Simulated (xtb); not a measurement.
Cl2Ge, triplet, at a GFN2-xTB geometry (the spin is typed, not shown lowest). Base run: GFN2-xTB (xtb 6.7.1).

Geometry (Å):
```xyz
3

Ge    -0.0004    -0.0086     0.6416
Cl     1.1436     1.4423    -0.5840
Cl    -1.1429    -1.4261    -0.6238
```
Charge 0, spin multiplicity 3.
All else is at xtb's defaults.
Base energy -11.02058 Eh.

Variants of this job, named by their change:

```
change         ΔE vs base (mEh)  dipole (D)  G_solv (kcal/mol)  SCF cycles
-------------  ----------------  ----------  -----------------  ----------
base                      0.000        0.85                  -          13
etemp = 10000           -72.824        0.55                  -          15
acc = 30                  0.000        0.85                  -          11
gbsa = water              1.922        0.91               1.18          13
etemp = 1000             -0.069        0.84                  -          13
gbsa = thf               -5.812        0.90              -3.67          13
file = coord              0.000        0.85                  -          13
```

ALPB and GBSA are two models with their own fitted parameters for each solvent, which aren't always the measured dielectric constant.
